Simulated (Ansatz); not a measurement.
Tuning the range parameter of LC-ωPBE so that −HOMO meets the ionisation energy; basis def2-TZVPD, Ansatz. System: [CuH2]- (CuH₂⁻). Charge -1, multiplicity 1. Geometry: r2SCAN-D4/def2-TZVPD. The ionised state is a doublet.

Geometry of the singlet:

```xyz
3

Cu    0.0000    0.0000    0.0000
H     0.4410    0.1827   -1.4794
H    -0.4410   -0.1827    1.4794
```

```csv
ω (1/bohr),HOMO (eV),LUMO (eV),vertical IE (eV),HOMO + IE (eV)
0.1,-0.92,5.02,3.02,2.09
0.15,-1.53,5.31,3.02,1.49
0.2,-2.04,5.47,3.02,0.98
0.3,-2.77,5.61,2.96,0.19
```

(1) Where does the tuning condition hold?

Answers

(1) Not within the range that was run.
